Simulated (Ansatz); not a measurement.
Predict a relaxed structure of the cluster B2Mo2, charge 0, singlet, at r2SCAN-D4/def2-TZVP (Ansatz).


```xyz
4

Mo   -0.876   -0.738    0.214
Mo    0.850    0.646    0.469
B    -0.926    1.196   -0.223
B     0.953   -1.103   -0.460
```
Point group C2v (tolerance 0.1 Å). This is one stationary point.

In the def2 sets Mo takes a core potential; there is no spin–orbit coupling. The relaxation made no stability test and no search for a lower SCF solution. The structure comes from a short search, and lower isomers may exist.
